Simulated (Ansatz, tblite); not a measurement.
Cost and result up the ladder for BiH2Me (CH₅Bi) (7 atoms). Total charge 0; singlet. Geometry: PBE-D4/def2-TZVP.

```xyz
7

Bi   -1.070   -0.953    0.372
H    -0.843   -1.501   -1.339
H     0.340   -1.969    0.880
C     0.246    0.889    0.055
H    -0.315    1.610   -0.550
H     1.170    0.601   -0.455
H     0.471    1.323    1.037
```

Ansatz on 4 threads of Intel Xeon on a shared host; xTB runs through tblite on one thread. Times are rough, summed over both states, and most runs start from the orbitals of an earlier one. PBE0-D4/def2-TZVP serves as the yardstick here, not as an exact answer. The other state is a triplet.

In the def2 sets Bi takes a core potential; there is no spin–orbit coupling. The xTB rows come from tblite.

xTB has no spin-polarisation term.

```
              level  functions  vertical triplet (eV)  difference from PBE0-D4/def2-TZVP (eV)
           GFN2-xTB         13                   7.26                                    2.48
   PBE-D4/def2-TZVP        111                   4.75                                   -0.02
           GFN1-xTB         18                   7.03                                    2.25
  PBE0-D4/def2-TZVP        111                   4.78                                    0.00
r2SCAN-D4/def2-TZVP        111                   4.74                                   -0.03
```

(1) Estimate how long each takes.

Results:

(1) GFN2-xTB 0.008 s; GFN1-xTB 0.011 s; PBE-D4/def2-TZVP 7.3 s; PBE0-D4/def2-TZVP 8.5 s; r2SCAN-D4/def2-TZVP 9.3 s. On shared hardware such times vary by a factor of up to 3.
